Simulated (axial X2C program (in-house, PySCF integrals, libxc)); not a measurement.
## Ω levels of PmF⁻ from open-shell CI on f5 s2

Computed with an axial X2C code built on PySCF integrals: two-component X2C with atomic mean-field Coulomb and Gaunt terms, basis Pm dyall-v3z, F dyall-av3z (cores contracted in-house). Orbitals come from Hartree–Fock averaged over the configuration Pm f5 s2; CI then distributes these electrons over the f, s shells of Pm. The speed of light was multiplied by 2, so these are model numbers.

R = 2.191 Å (near the minimum of the configuration average).

Active spinors (ω > 0):

```csv
shell,ω,ε (eV),character
f,5/2,7.95,100% Pm f
f,3/2,8.03,100% Pm f
f,7/2,8.03,100% Pm f
f,1/2,8.10,99% Pm f
f,5/2,8.11,100% Pm f
f,3/2,8.17,100% Pm f
f,1/2,8.20,99% Pm f
```

Filled shells are left out: they mix freely with the closed shells.

Lowest levels of this model:

| Ω | energy (cm⁻¹) | g∥ | configuration |
| --- | --- | --- | --- |
| 1/2 | 0 | 1.07 | 100% f5 s2 |
| 3/2 | 74 | 3.62 | 100% f5 s2 |
| 1/2 | 220 | 1.55 | 100% f5 s2 |
| 5/2 | 223 | 6.66 | 100% f5 s2 |
| 3/2 | 354 | 4.23 | 100% f5 s2 |
| 7/2 | 451 | 9.83 | 100% f5 s2 |
| 1/2 | 485 | 0.92 | 100% f5 s2 |
| 5/2 | 571 | 6.73 | 100% f5 s2 |
| 3/2 | 641 | 3.26 | 100% f5 s2 |
| 1/2 | 749 | 0.52 | 100% f5 s2 |
| 9/2 | 776 | 12.89 | 100% f5 s2 |
| 7/2 | 851 | 9.45 | 100% f5 s2 |
| 5/2 | 893 | 5.77 | 100% f5 s2 |
| 3/2 | 921 | 2.25 | 100% f5 s2 |
| 5/2 | 1169 | 4.18 | 100% f5 s2 |
| 7/2 | 1202 | 8.45 | 100% f5 s2 |
| 9/2 | 1218 | 11.99 | 100% f5 s2 |
| 11/2 | 1241 | 15.54 | 100% f5 s2 |
| 7/2 | 1490 | 6.90 | 100% f5 s2 |
| 9/2 | 1619 | 10.26 | 100% f5 s2 |
| 11/2 | 1754 | 13.94 | 100% f5 s2 |
| 13/2 | 1890 | 17.75 | 100% f5 s2 |
| 9/2 | 2015 | 8.88 | 100% f5 s2 |
| 11/2 | 2221 | 12.54 | 100% f5 s2 |
| 13/2 | 2412 | 16.26 | 100% f5 s2 |
| 15/2 | 2591 | 20.01 | 100% f5 s2 |
| 11/2 | 7315 | 16.01 | 100% f5 s2 |

g∥ is the magnitude of 2⟨Lz + ge Sz⟩ for the +Ω component.

Q: From Ω and g∥ of the lowest level, whose 2⟨Lz + ge Sz⟩ is positive, find ⟨Sz⟩ and ⟨Lz⟩ (ge = 2.0023).

A: Ω = ⟨Lz⟩ + ⟨Sz⟩ = 1/2 and ⟨Lz⟩ + ge⟨Sz⟩ = 0.535, so ⟨Sz⟩ = 0.03 and ⟨Lz⟩ = 0.47.

Occupations of the active spinors in the lowest level by ω, shell by shell in order of energy: -7/2: 0.39; -5/2: 0.54 0.19; -3/2: 0.50 0.20; -1/2: 0.37 0.19 1.00; 1/2: 0.46 0.17 1.00; 3/2: 0.54 0.17; 5/2: 0.51 0.29; 7/2: 0.46. The leading determinant has weight 0.06 among 1101.

This point took 2 s on 1 thread of Arm Neoverse V2, with other jobs on the host.

There is no dynamic correlation: spin–orbit spacings and, for f shells, spacings inside one term are the most reliable numbers, splittings between terms come out too wide, and energies between configurations are not reliable, so the lowest level need not be the ground state of the molecule. At most 4 roots were kept for each Ω > 0 (twice that for Ω = 0) within 2.2 eV of the lowest, so higher up levels can be missing between those listed; levels with Ω > 0 are doubly degenerate and listed once, Ω = 0 levels singly. For an anion, levels above electron detachment are held by the basis set.
